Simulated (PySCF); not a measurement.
H$_{3}$AlAsFO (SMILES [OH][Al]([F])[AsH2]), singlet, at the geometry of the source list, with bond 5-1 at 1.8 times its length; CASSCF(6,4)/STO-3G (PySCF).

PySCF was given this input:
```python
from pyscf import gto, scf, mcscf
import numpy

mol = gto.Mole()
mol.atom = '''
    Al    0.37950000    0.42190000    0.06120000
    As   -1.43040000   -1.13160000    0.13690000
    H    -1.23870000   -1.32270000   -1.34960000
    H    -2.37050000    0.01130000   -0.17080000
    F     0.14730000    2.92570000   -1.57788000
    O     1.78080000    0.13310000    0.87490000
    H     2.62870000    0.07510000    1.29670000
'''
mol.basis = 'sto-3g'
mol.verbose = 4
mol.build()

mf = scf.RHF(mol)
mf.kernel()
mc = mcscf.CASSCF(mf, 4, 6)
mc.fix_spin_(ss=0.0)
mc.kernel()
occ = numpy.linalg.eigvalsh(mc.fcisolver.make_rdm1(mc.ci, mc.ncas, mc.nelecas))[::-1]
ss = mc.fcisolver.spin_square(mc.ci, mc.ncas, mc.nelecas)[0]
print('natural occupations', occ.round(4), ' <S^2>', round(ss, 4))
```

Output, abridged:

```
PySCF version 2.14.0

[INPUT] verbose = 4
[INPUT] num. atoms = 7
[INPUT] num. electrons = 66
[INPUT] charge = 0
[INPUT] spin (= nelec alpha-beta = 2S) = 0
[INPUT] symmetry False subgroup None
[INPUT] Mole.unit = angstrom
[INPUT] Symbol           X                Y                Z      unit          X                Y                Z       unit  Magmom
[...]
nuclear repulsion = 276.641838569374
number of shells = 22
number of NR pGTOs = 120
number of NR cGTOs = 40
basis = sto-3g
ecp = {}

******** <class 'pyscf.scf.hf.RHF'> ********
method = RHF
initial guess = minao
damping factor = 0
level_shift factor = 0
DIIS = <class 'pyscf.scf.diis.CDIIS'>
diis_start_cycle = 1
diis_space = 8
diis_damp = 0
SCF conv_tol = 1e-09
SCF conv_tol_grad = None
SCF max_cycles = 50
direct_scf = True
direct_scf_tol = 1e-13
Set gradient conv threshold to 3.16228e-05
Initial guess from minao.
init E= -2618.20116082329
[...]
cycle= 1 E= -2621.42973352074  delta_E= -3.23  |g|= 0.589  |ddm|= 3.01
[...]
cycle= 2 E= -2621.3330892944  delta_E= 0.0966  |g|= 0.629  |ddm|= 3.23
[...]
cycle= 3 E= -2621.6379885131  delta_E= -0.305  |g|= 0.18  |ddm|= 2.49
[...]
cycle= 4 E= -2621.68254768286  delta_E= -0.0446  |g|= 0.0518  |ddm|= 0.938
[...]
cycle= 5 E= -2621.68442821333  delta_E= -0.00188  |g|= 0.0115  |ddm|= 0.123
[...]
cycle= 6 E= -2621.68455588155  delta_E= -0.000128  |g|= 0.00185  |ddm|= 0.0444
[...]
cycle= 7 E= -2621.68455957532  delta_E= -3.69e-06  |g|= 0.000922  |ddm|= 0.00819
[...]
cycle= 8 E= -2621.6845603451  delta_E= -7.7e-07  |g|= 8.31e-05  |ddm|= 0.00293
[...]
cycle= 9 E= -2621.68456035109  delta_E= -5.99e-09  |g|= 3.07e-05  |ddm|= 0.000318
[...]
cycle= 10 E= -2621.68456035205  delta_E= -9.6e-10  |g|= 9.44e-06  |ddm|= 8.76e-05
[...]
Extra cycle  E= -2621.68456035219  delta_E= -1.46e-10  |g|= 7.74e-06  |ddm|= 3.89e-05
converged SCF energy = -2621.68456035219

******** <class 'pyscf.mcscf.mc1step.CASSCF'> ********
CAS (3e+3e, 4o), ncore = 30, nvir = 6
max_cycle_macro = 50
max_cycle_micro = 4
conv_tol = 1e-07
conv_tol_grad = None
orbital rotation max_stepsize = 0.02
orbital rotation threshold for CI restart = 0.01
augmented hessian ah_max_cycle = 30
augmented hessian ah_conv_tol = 1e-12
augmented hessian ah_linear dependence = 1e-14
augmented hessian ah_level shift = 1e-08
augmented hessian ah_start_tol = 2.5
augmented hessian ah_start_cycle = 3
augmented hessian ah_grad_trust_region = 3
kf_trust_region = 3
kf_interval = 4
ci_response_space = 4
ci_grad_trust_region = 3
with_dep4 0
natorb = False
canonicalization = True
sorting_mo_energy = False
ao2mo_level = 2
internal_rotation = False
******** <class 'pyscf.fci.addons.SpinPenaltyFCISolver'> ********
max. cycles = 50
conv_tol = 1e-08
davidson only = True
linear dependence = 1e-12
level shift = 0.001
max iter space = 12
nroots = 1
pspace_size = 400
spin = None
CASCI E = -2621.82921407574  S^2 = 0.0000000
Set conv_tol_grad to 0.000316228
macro iter   1 ( 21 JK    4 micro), CASSCF E = -2621.84645281158  dE = -1.72387358e-02  S^2 = 0.0000000
               |grad[o]|=0.101  |grad[c]|=0.0245  |ddm|=0.0252  |maxRot[o]|= 0.21
macro iter   2 ( 16 JK    4 micro), CASSCF E = -2621.84663477113  dE = -1.81959548e-04  S^2 = 0.0000000
               |grad[o]|=0.0134  |grad[c]|=0.0053  |ddm|=0.00896  |maxRot[o]|=0.111
macro iter   3 ( 21 JK    4 micro), CASSCF E = -2621.84665141075  dE = -1.66396176e-05  S^2 = 0.0000000
               |grad[o]|=0.00556  |grad[c]|=0.00225  |ddm|=0.00178  |maxRot[o]|= 0.14
macro iter   4 ( 21 JK    4 micro), CASSCF E = -2621.84666482995  dE = -1.34192019e-05  S^2 = 0.0000000
               |grad[o]|=0.00487  |grad[c]|=0.000251  |ddm|=0.00101  |maxRot[o]|=0.119
macro iter   5 (  7 JK    2 micro), CASSCF E = -2621.84666972855  dE = -4.89859713e-06  S^2 = 0.0000000
               |grad[o]|=0.004  |grad[c]|=0.000727  |ddm|=0.000995  |maxRot[o]|=0.0537
macro iter   6 ( 12 JK    3 micro), CASSCF E = -2621.84667193840  dE = -2.20985567e-06  S^2 = 0.0000000
[...]
macro iter  32 ( 29 JK    4 micro), CASSCF E = -2621.84666481217  dE = -2.24131327e-07  S^2 = 0.0000000
               |grad[o]|=0.00176  |grad[c]|=5.9e-05  |ddm|=2.67e-05  |maxRot[o]|=0.0128
macro iter  33 ( 24 JK    4 micro), CASSCF E = -2621.84666592581  dE = -1.11363761e-06  S^2 = 0.0000000
               |grad[o]|=0.00175  |grad[c]|=0.000772  |ddm|=8.84e-05  |maxRot[o]|=0.0622
macro iter  34 ( 17 JK    4 micro), CASSCF E = -2621.84666767254  dE = -1.74672641e-06  S^2 = 0.0000000
               |grad[o]|=0.00149  |grad[c]|=0.0171  |ddm|=0.000382  |maxRot[o]|=0.0752
macro iter  35 (  7 JK    2 micro), CASSCF E = -2621.84666917218  dE = -1.49964399e-06  S^2 = 0.0000000
               |grad[o]|=0.00125  |grad[c]|=0.000409  |ddm|=0.000174  |maxRot[o]|=0.0445
macro iter  36 (  7 JK    2 micro), CASSCF E = -2621.84667130899  dE = -2.13680460e-06  S^2 = 0.0000000
               |grad[o]|=0.00118  |grad[c]|=0.00144  |ddm|=0.000253  |maxRot[o]|=0.0558
macro iter  37 (  7 JK    2 micro), CASSCF E = -2621.84667477693  dE = -3.46794513e-06  S^2 = 0.0000000
               |grad[o]|=0.00116  |grad[c]|=0.00203  |ddm|=0.000411  |maxRot[o]|=0.0624
macro iter  38 (  7 JK    2 micro), CASSCF E = -2621.84667997199  dE = -5.19505875e-06  S^2 = 0.0000000
               |grad[o]|=0.00113  |grad[c]|=0.00185  |ddm|=0.000577  |maxRot[o]|=0.0661
macro iter  39 (  7 JK    2 micro), CASSCF E = -2621.84668770210  dE = -7.73011561e-06  S^2 = 0.0000000
               |grad[o]|=0.00111  |grad[c]|=0.0019  |ddm|=0.000892  |maxRot[o]|=0.0679
macro iter  40 (  7 JK    2 micro), CASSCF E = -2621.84669834650  dE = -1.06443922e-05  S^2 = 0.0000000
               |grad[o]|=0.00108  |grad[c]|=0.00163  |ddm|=0.00116  |maxRot[o]|=0.0689
macro iter  41 (  7 JK    2 micro), CASSCF E = -2621.84671366561  dE = -1.53191131e-05  S^2 = 0.0000000
               |grad[o]|=0.00111  |grad[c]|=0.00191  |ddm|=0.00179  |maxRot[o]|=0.0694
macro iter  42 (  7 JK    2 micro), CASSCF E = -2621.84673459609  dE = -2.09304808e-05  S^2 = 0.0000000
               |grad[o]|=0.0011  |grad[c]|=0.00203  |ddm|=0.00245  |maxRot[o]|=0.069
macro iter  43 (  7 JK    2 micro), CASSCF E = -2621.84675900740  dE = -2.44113139e-05  S^2 = 0.0000000
               |grad[o]|=0.0011  |grad[c]|=0.0021  |ddm|=0.00271  |maxRot[o]|=0.0697
macro iter  44 (  7 JK    2 micro), CASSCF E = -2621.84678422372  dE = -2.52163122e-05  S^2 = 0.0000000
               |grad[o]|=0.00111  |grad[c]|=0.00212  |ddm|=0.0028  |maxRot[o]|=0.0698
macro iter  45 (  7 JK    2 micro), CASSCF E = -2621.84680664024  dE = -2.24165228e-05  S^2 = 0.0000000
               |grad[o]|=0.00117  |grad[c]|=0.00307  |ddm|=0.00301  |maxRot[o]|=0.0684
macro iter  46 (  7 JK    2 micro), CASSCF E = -2621.84682022758  dE = -1.35873443e-05  S^2 = 0.0000000
               |grad[o]|=0.00127  |grad[c]|=0.00684  |ddm|=0.00238  |maxRot[o]|=0.0698
macro iter  47 (  7 JK    2 micro), CASSCF E = -2621.84682635287  dE = -6.12528629e-06  S^2 = 0.0000000
               |grad[o]|=0.00145  |grad[c]|=0.0074  |ddm|=0.00108  |maxRot[o]|=0.0698
macro iter  48 (  7 JK    2 micro), CASSCF E = -2621.84683106248  dE = -4.70960913e-06  S^2 = 0.0000000
               |grad[o]|=0.0016  |grad[c]|=0.00758  |ddm|=0.00102  |maxRot[o]|=0.0698
macro iter  49 (  7 JK    2 micro), CASSCF E = -2621.84683523503  dE = -4.17255524e-06  S^2 = 0.0000000
               |grad[o]|=0.00161  |grad[c]|=0.00831  |ddm|=0.00109  |maxRot[o]|=0.0698
macro iter  50 (  7 JK    2 micro), CASSCF E = -2621.84683850667  dE = -3.27163843e-06  S^2 = 0.0000000
               |grad[o]|=0.00149  |grad[c]|=0.0084  |ddm|=0.00135  |maxRot[o]|=0.0686
1-step CASSCF not converged,  50 macro (806 JK 159 micro) steps
CASSCF canonicalization
Density matrix diagonal elements [1.99972173 1.99788771 1.27331139 0.72907917]
CASSCF energy = -2621.84683850667
CASCI E = -2621.84683850667  E(CI) = -9.54839222056853  S^2 = 0.0000000
natural occupations [2.     1.9997 1.2868 0.7136]  <S^2> 0.0
```

The run did not converge; its last values are not results.
